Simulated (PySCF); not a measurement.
These compounds are isomers of formula C$_{11}$H$_{10}$.

A. `C#Cc1ccccc1C(=C)C`
B. `InChI=1S/C11H10/c1-8-3-5-10-6-4-9(2)11(10)7-8/h3-7H,2H2,1H3`
C. `InChI=1S/C11H10/c1-10(2)8-9-11-6-4-3-5-7-11/h3-7H,1H2,2H3`

Spectrum 1. 13C{1H} NMR (computed): δ 155.4 (C), 146.6 (C), 141.6 (C), 141.0 (CH), 140.2 (C), 135.4 (CH), 133.9 (CH), 126.0 (CH), 125.9 (CH), 121.7 (CH2), 24.4 (CH3).

Spectrum 2. 13C{1H} NMR (computed): δ 158.4 (C), 155.4 (C), 140.8 (CH), 134.7 (CH), 134.3 (CH), 132.4 (CH), 123.8 (C), 121.7 (CH2), 92.6 (CH), 88.4 (C), 26.2 (CH3).

Spectrum 3. 13C{1H} NMR (computed): δ 138.8 (CH), 134.9 (C), 133.8 (CH), 133.5 (CH), 129.9 (CH2), 128.2 (C), 100.5 (C), 100.3 (C), 26.9 (CH3).

In vacuum, no relativistic terms, one conformer, rapidly exchanging positions averaged. Shielding tensors at PBE0/pcSseg-1 (GIAO); geometry from GFN2-xTB; PySCF 2.14.

Shifts are taken against calculated references (same method and geometry level): TMS for 13C (σ = 186.93 ppm). Shifts are as computed. Against solution values, carbons near 30 ppm lie about +3 ppm off and those near 130 ppm about +5 ppm. Of 1211 compounds with measured shifts, 218 miss one by over three times the rms of a fit or turn the order of signals round; such compounds aren't used in these exercises.

Question: Match each spectrum to its structure.

Answer: 1–B, 2–A, 3–C.

- Spectrum 1 (B): 11 13C signals; δC 155.4 is a fully substituted alkene carbon; δC 141.0 is an alkene CH.
- Spectrum 2 (A): 11 13C signals; δC 158.4 is a fully substituted alkene carbon; δC 134.7 is an aromatic CH.
- Spectrum 3 (C): 9 13C signals; δC 138.8 is an aromatic CH; δC 134.9 is a fully substituted alkene carbon.
